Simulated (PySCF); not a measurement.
Atoms are numbered as in `[CH3:1][O+:2]([AlH3-:3])[CH2:4][O:5][CH:6]=[O:7]`. Each H is labelled by its parent atom.

Theoretical values (PySCF 2.14): shieldings: GIAO CAM-B3LYP/pcSseg-1, PBE0-D3(BJ)/def2-SVP structure. A single conformation, non-relativistic, averaged over atoms made equivalent by symmetry, fast rotation or ring inversion, gas phase.

Chemical shifts δ = σref − σ; 13C (σref 182.45) and 1H (σref 31.33) vs TMS; 17O (σref 338.55) vs H2O; 27Al (σref 485.84) vs AlH4-, all at this level.

```
 atoms  nucleus  count  δ (ppm)
    O5      17O      1    240.9
 H(C1)       1H      3     3.85
 H(C6)       1H      1     7.99
H(Al3)       1H      3     4.14
   Al3     27Al      1     92.7
    O7      17O      1    455.4
    C1      13C      1        ?
    C4      13C      1        ?
 H(C4)       1H      2        ?
    O2      17O      1     57.5
    C6      13C      1    169.5
```

Question: Complete the table.

Answer: 
- C4: 89.2 ppm, sp3 CH2 bonded to 2 O; 2 electronegative neighbours deshield it
- C1: 63.7 ppm, methyl carbon bonded to O; pulled downfield by the heteroatom
- H(C4): 5.58 ppm, hydrogen on an sp3 CH2 bonded to 2 O; its carbon carries O, hence the downfield position

Hydrides on Al or Ga are broadened by the quadrupolar metal nucleus. Shifts are as computed, not scaled to solution data. Of 1211 compounds with measured shifts, 218 miss one by over three times the rms of a fit or turn the order of signals round; such compounds aren't used in these exercises. Unscaled 17O shifts of doubly bonded oxygen tend to come out too high, by tens of ppm or more. Experimental scales use liquid or dissolved standards, which lie at an offset from isolated H2O (liquid H2O: subtract about 36 ppm).
